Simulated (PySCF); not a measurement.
# Shapes and spin states of Cu₃

Level of theory: B3LYP in PySCF with Cu def2-TZVP; no relativity; density-fitted integrals.

Relaxations began from a few typed shapes and spin states; open shells are unrestricted. The search is not exhaustive: other isomers or separated fragments can lie lower, and high-lying points may rest on an excited occupation.

```tsv
spin	group	bonds	angles	imaginary modes (cm⁻¹)	ΔE (kJ/mol)	ΔE with ZPE (kJ/mol)
doublet	C2v	Cu–Cu 2.348 Å (×2), Cu–Cu 2.696 Å	Cu–Cu–Cu 55.0° (×2), Cu–Cu–Cu 70.1°	none	0.0	0.0
doublet	C2v	Cu–Cu 2.305 Å, Cu–Cu 2.496 Å (×2)	Cu–Cu–Cu 55.0°, Cu–Cu–Cu 62.5° (×2)	133i	2.7	–
doublet	C2v	Cu–Cu 2.353 Å (×2)	Cu–Cu–Cu 120.2°	none	4.6	4.3
doublet	D∞h	Cu–Cu 2.365 Å (×2)	Cu–Cu–Cu 180.0°	28i, 28i	8.3	–
quartet	D3h	Cu–Cu 2.406 Å (×3)	Cu–Cu–Cu 60.0° (×3)	none	212.6	213.0
quartet	D∞h	Cu–Cu 2.735 Å (×2)	Cu–Cu–Cu 180.0°	none	248.2	246.3
```

The lowest minimum found is the doublet C2v: Cu–Cu 2.348 Å (×2), Cu–Cu 2.696 Å; Cu–Cu–Cu 55.0° (×2), Cu–Cu–Cu 70.1°.

For the lowest minimum: open d and f shells are described by one determinant, and the ground state may have another occupation or spin.
